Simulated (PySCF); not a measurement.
# How methods differ on the excitation energy of Fe²⁺

Fe²⁺ [Ar] 3d6 (5D) → Fe²⁺ [Ar] 3d5 4p1 (7P), as a difference of total energies. All numbers are calculated (PySCF 2.14, scalar relativity by spin-free X2C-1e, in aug-cc-pVTZ-DK (8s7p5d3f2g, 93 functions)). Correlated levels: valence: [Ar] frozen. The calculations carry no spin-orbit coupling.

| method | excitation energy (eV) |
| --- | --- |
| UHF | 8.481 |
| LDA | 10.323 |
| PBE | 10.245 |
| PBE0 | 10.057 |
| r2SCAN | 9.820 |
| TPSS | 10.413 |
| wB97X | 10.608 |
| wB97X-V | 10.491 |
| B3LYP | 10.307 |
| MP2 (valence) | 9.769 |
| SCS-MP2 (valence) | 10.171 |

Q: How much does correlation contribute at MP2 (valence)?

A: 9.769 − (8.481) = 1.288 eV, measured against UHF.

A first-order spin-orbit estimate (lowest level to lowest level, LS coupling) adds 0.008 eV.
